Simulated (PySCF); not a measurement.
Record of a relaxation.

CH₈OSi₃.
SMILES with atom numbers: `[SiH3:1][Si@H:2]1[CH2:3][SiH2:4][O:5]1` (hydrogens: H6, H7, H8 on Si1; H9 on Si2; H10, H11 on C3; H12, H13 on Si4)

Computed by this run: PBE0-D3(BJ)/def2-SVP geometry optimisation, gas phase in PySCF 2.14.0; density fitting, grid level 1; the optimiser is geomeTRIC in internal coordinates, started from a GFN2-xTB structure with every atom displaced at random (about 0.01 Å). The frame can shift and turn from step to step; on so coarse a grid that alone can change the energy by a few meV, and forces under 0.02 eV/Å are noise.

Step 0: E = -26825.4579 eV, largest atomic force 2.412 eV/Å
```
atom  x, y, z in Å  |  force x, y, z in eV/Å
Si1     2.346    0.029    0.210   -0.067   1.267   0.136
Si2     0.119   -0.079    0.832   -1.204   0.173  -0.251
C3     -1.217    0.976   -0.101    0.507  -0.236   0.287
Si4    -1.741   -0.712   -0.777   -1.059   0.779   0.228
O5     -0.561   -1.431    0.088    1.478  -1.798   0.633
H6      2.990   -1.233    0.027    0.391  -1.313  -0.064
H7      2.555    0.794   -1.044   -0.206   0.123  -0.278
H8      3.088    0.780    1.239    0.248   0.198   0.368
H9     -0.226   -0.188    2.274    0.378   0.189   0.271
H10    -0.826    1.683   -0.818    0.247   0.477  -0.557
H11    -1.922    1.505    0.538   -0.290   0.130   0.297
H12    -3.052   -1.198   -0.283   -0.333   0.038  -0.201
H13    -1.546   -0.942   -2.195   -0.089  -0.027  -0.870
```

Step 1: E = -26825.7500 eV, largest atomic force 0.402 eV/Å
```
atom  x, y, z in Å  |  force x, y, z in eV/Å
Si1     2.358    0.123    0.268    0.010  -0.063  -0.107
Si2     0.097   -0.144    0.823   -0.071  -0.027   0.010
C3     -1.182    0.933   -0.109    0.079   0.044   0.123
Si4    -1.767   -0.739   -0.792    0.223  -0.191   0.045
O5     -0.539   -1.548    0.087   -0.292   0.216  -0.173
H6      2.974   -1.235    0.099   -0.004   0.106   0.003
H7      2.440    0.877   -1.023    0.059  -0.039  -0.037
H8      3.122    0.885    1.302   -0.024   0.011   0.038
H9     -0.070   -0.176    2.314   -0.078   0.010  -0.072
H10    -0.771    1.642   -0.846    0.003  -0.095   0.011
H11    -1.889    1.477    0.536   -0.030  -0.051  -0.013
H12    -3.139   -1.183   -0.405    0.046   0.041   0.093
H13    -1.633   -0.933   -2.269    0.081   0.038   0.078
```

Step 2: E = -26825.7610 eV, largest atomic force 0.174 eV/Å
```
atom  x, y, z in Å  |  force x, y, z in eV/Å
Si1     2.355    0.121    0.259   -0.018   0.010  -0.045
Si2     0.091   -0.146    0.823    0.024  -0.032  -0.017
C3     -1.180    0.931   -0.103    0.008   0.087   0.070
Si4    -1.764   -0.736   -0.793    0.110  -0.121   0.053
O5     -0.547   -1.546    0.084   -0.136   0.064  -0.087
H6      2.984   -1.227    0.102    0.015   0.017   0.006
H7      2.458    0.864   -1.037    0.017  -0.031  -0.009
H8      3.103    0.890    1.301   -0.017   0.012   0.015
H9     -0.089   -0.177    2.308   -0.036  -0.003  -0.007
H10    -0.765    1.636   -0.839    0.008  -0.025  -0.015
H11    -1.893    1.470    0.540   -0.019  -0.024  -0.013
H12    -3.133   -1.173   -0.394    0.002   0.024   0.043
H13    -1.617   -0.925   -2.266    0.043   0.022   0.007
```

Step 3: E = -26825.7647 eV, largest atomic force 0.048 eV/Å
```
atom  x, y, z in Å  |  force x, y, z in eV/Å
Si1     2.352    0.119    0.253   -0.012   0.021   0.007
Si2     0.088   -0.152    0.823    0.043  -0.009  -0.007
C3     -1.178    0.931   -0.098   -0.006   0.046   0.012
Si4    -1.760   -0.735   -0.794   -0.013  -0.023   0.014
O5     -0.554   -1.549    0.080   -0.005  -0.018  -0.006
H6      2.998   -1.221    0.112    0.013  -0.014   0.014
H7      2.467    0.846   -1.051   -0.009  -0.013  -0.004
H8      3.080    0.902    1.299   -0.008   0.012  -0.006
H9     -0.103   -0.183    2.306    0.001  -0.015   0.007
H10    -0.761    1.634   -0.834    0.003   0.001  -0.010
H11    -1.897    1.465    0.541   -0.004  -0.005  -0.004
H12    -3.130   -1.163   -0.386   -0.007   0.010  -0.005
H13    -1.601   -0.915   -2.266    0.005   0.007  -0.012
```

Step 4: E = -26825.7657 eV, largest atomic force 0.036 eV/Å
```
atom  x, y, z in Å  |  force x, y, z in eV/Å
Si1     2.351    0.118    0.252   -0.002   0.011   0.012
Si2     0.088   -0.156    0.822    0.022  -0.004  -0.001
C3     -1.177    0.931   -0.096    0.000   0.013  -0.002
Si4    -1.759   -0.734   -0.796   -0.032   0.015  -0.005
O5     -0.556   -1.551    0.078    0.020  -0.022   0.012
H6      3.007   -1.219    0.126    0.007  -0.008   0.017
H7      2.465    0.834   -1.057   -0.010  -0.009  -0.004
H8      3.069    0.915    1.296   -0.004   0.014  -0.010
H9     -0.105   -0.189    2.305    0.008  -0.017   0.006
H10    -0.758    1.634   -0.832    0.000   0.003  -0.004
H11    -1.897    1.464    0.543    0.001   0.001   0.001
H12    -3.130   -1.157   -0.388   -0.006   0.002  -0.013
H13    -1.597   -0.909   -2.268   -0.004   0.000  -0.007
```

Step 5: E = -26825.7686 eV, largest atomic force 0.127 eV/Å
```
atom  x, y, z in Å  |  force x, y, z in eV/Å
Si1     2.348    0.116    0.256    0.019  -0.015   0.015
Si2     0.089   -0.172    0.820   -0.042  -0.008   0.019
C3     -1.171    0.931   -0.089    0.011  -0.072  -0.033
Si4    -1.758   -0.730   -0.802   -0.051   0.107  -0.047
O5     -0.563   -1.559    0.066    0.065  -0.012   0.044
H6      3.040   -1.208    0.186   -0.008   0.010   0.020
H7      2.454    0.783   -1.080   -0.005  -0.002  -0.006
H8      3.033    0.969    1.277    0.006   0.016  -0.018
H9     -0.109   -0.218    2.303    0.022  -0.017  -0.001
H10    -0.747    1.634   -0.822   -0.009   0.011   0.012
H11    -1.895    1.458    0.549    0.015   0.019   0.013
H12    -3.135   -1.139   -0.402    0.001  -0.020  -0.023
H13    -1.585   -0.885   -2.276   -0.024  -0.019   0.006
```

Step 6: E = -26825.7722 eV, largest atomic force 0.193 eV/Å
```
atom  x, y, z in Å  |  force x, y, z in eV/Å
Si1     2.345    0.113    0.262    0.031  -0.029   0.009
Si2     0.089   -0.193    0.819   -0.096  -0.026   0.038
C3     -1.163    0.930   -0.078    0.012  -0.133  -0.057
Si4    -1.756   -0.722   -0.814   -0.044   0.173  -0.071
O5     -0.571   -1.569    0.048    0.088   0.008   0.058
H6      3.083   -1.188    0.280   -0.018   0.023   0.019
H7      2.441    0.703   -1.110    0.004   0.002  -0.008
H8      2.983    1.051    1.239    0.011   0.016  -0.021
H9     -0.113   -0.260    2.300    0.029  -0.011  -0.006
H10    -0.734    1.636   -0.805   -0.015   0.019   0.026
H11    -1.890    1.450    0.562    0.026   0.032   0.019
H12    -3.141   -1.119   -0.429    0.009  -0.040  -0.022
H13    -1.573   -0.852   -2.290   -0.035  -0.035   0.015
```

Step 7: E = -26825.7772 eV, largest atomic force 0.252 eV/Å
```
atom  x, y, z in Å  |  force x, y, z in eV/Å
Si1     2.336    0.110    0.280    0.039  -0.037  -0.012
Si2     0.087   -0.238    0.816   -0.157  -0.067   0.070
C3     -1.147    0.924   -0.052    0.001  -0.195  -0.090
Si4    -1.751   -0.700   -0.845   -0.012   0.239  -0.079
O5     -0.585   -1.587    0.004    0.098   0.044   0.060
H6      3.171   -1.111    0.510   -0.032   0.032   0.007
H7      2.427    0.499   -1.161    0.023   0.006  -0.007
H8      2.865    1.229    1.122    0.021   0.009  -0.016
H9     -0.123   -0.357    2.293    0.030   0.007  -0.011
H10    -0.708    1.644   -0.760   -0.020   0.032   0.044
H11    -1.877    1.430    0.596    0.035   0.044   0.023
H12    -3.150   -1.084   -0.497    0.018  -0.064  -0.013
H13    -1.545   -0.778   -2.322   -0.045  -0.051   0.022
```

Step 8: E = -26825.7803 eV, largest atomic force 0.177 eV/Å
```
atom  x, y, z in Å  |  force x, y, z in eV/Å
Si1     2.335    0.111    0.285    0.019  -0.022  -0.013
Si2     0.085   -0.243    0.817   -0.114  -0.060   0.049
C3     -1.148    0.922   -0.048   -0.006  -0.136  -0.065
Si4    -1.750   -0.694   -0.854    0.004   0.169  -0.051
O5     -0.584   -1.586   -0.005    0.066   0.043   0.035
H6      3.178   -1.095    0.555   -0.021   0.019   0.004
H7      2.433    0.460   -1.167    0.019   0.000  -0.003
H8      2.852    1.259    1.094    0.016   0.006  -0.010
H9     -0.124   -0.372    2.293    0.022   0.012  -0.008
H10    -0.709    1.649   -0.747   -0.011   0.025   0.036
H11    -1.875    1.427    0.605    0.022   0.030   0.014
H12    -3.147   -1.089   -0.513    0.016  -0.049  -0.003
H13    -1.543   -0.768   -2.330   -0.031  -0.037   0.016
```

Step 9: E = -26825.7840 eV, largest atomic force 0.030 eV/Å
```
atom  x, y, z in Å  |  force x, y, z in eV/Å
Si1     2.333    0.114    0.291   -0.014   0.009  -0.004
Si2     0.078   -0.247    0.820    0.004  -0.014  -0.011
C3     -1.157    0.920   -0.041   -0.012   0.025   0.012
Si4    -1.745   -0.682   -0.871    0.016  -0.021   0.008
O5     -0.575   -1.578   -0.025   -0.004   0.011  -0.021
H6      3.178   -1.069    0.636    0.004  -0.008   0.003
H7      2.453    0.389   -1.176    0.001  -0.009   0.000
H8      2.840    1.307    1.040    0.001  -0.003   0.002
H9     -0.127   -0.391    2.294    0.001   0.013   0.004
H10    -0.719    1.667   -0.720    0.008   0.003   0.005
H11    -1.879    1.418    0.623   -0.011  -0.009  -0.008
H12    -3.135   -1.112   -0.541    0.003  -0.003   0.013
H13    -1.544   -0.754   -2.346    0.004   0.005  -0.003
```

Step 10: E = -26825.7843 eV, largest atomic force 0.025 eV/Å
```
atom  x, y, z in Å  |  force x, y, z in eV/Å
Si1     2.333    0.114    0.292   -0.007   0.006  -0.004
Si2     0.078   -0.249    0.819    0.003  -0.001  -0.006
C3     -1.159    0.920   -0.037   -0.006   0.022   0.011
Si4    -1.743   -0.679   -0.875    0.009  -0.023   0.005
O5     -0.572   -1.578   -0.032   -0.002   0.003  -0.017
H6      3.182   -1.058    0.663    0.002  -0.006   0.002
H7      2.457    0.362   -1.179    0.001  -0.005   0.001
H8      2.830    1.323    1.022    0.001  -0.002   0.001
H9     -0.128   -0.398    2.293   -0.001   0.009   0.003
H10    -0.721    1.672   -0.711    0.006   0.001   0.003
H11    -1.883    1.413    0.628   -0.009  -0.009  -0.006
H12    -3.132   -1.115   -0.546    0.001   0.001   0.009
H13    -1.540   -0.745   -2.351    0.002   0.006  -0.003
```

**Question.** Summarise the path.

**Answer.** The energy falls by 7.53 kcal/mol from step 0 to step 10; nine tenths of that is first reached at step 2. It falls at every step. The largest force goes from 2.412 to 0.025 eV/Å. Among the bonds Si4–O5 changes most, from 1.630 to 1.700 Å; the atoms move by 0.323 Å rms after alignment.

The cost below is that of the whole optimisation. Time: 58 s wall; peak memory 0.51 GiB. Hardware: Arm Neoverse V2, one thread (shared host).
